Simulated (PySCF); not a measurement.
Cl⁺: excitation energy

Cl⁺ [Ne] 3s2 3p4 (3P) → Cl⁺ [Ne] 3s1 3p5 (3P), as a difference of total energies. All numbers are calculated (PySCF 2.14, the spin-free X2C one-electron Hamiltonian (Gaussian nucleus), in x2c-QZVPPall). Correlated levels: valence and next inner shell: 1s2 frozen. The calculations carry no spin-orbit coupling.

Q: Order these methods by the excitation energy they give, lowest first.
A. UHF
B. CCSD(T) (valence and next inner shell)
C. CCSD (valence and next inner shell)
D. MP2 (valence and next inner shell)

A: B (94704 cm⁻¹), C (98893 cm⁻¹), D (105750 cm⁻¹), A (116720 cm⁻¹).

Errors of the correlated levels include the incompleteness of this basis and the frozen core.

The coupled-cluster amplitudes are large for the upper state (T1 above 0.03 or a double amplitude above 0.15), so a single reference is strained.

For comparison: 93343 cm⁻¹ (measured; NIST levels, between the centres of gravity of the two terms).
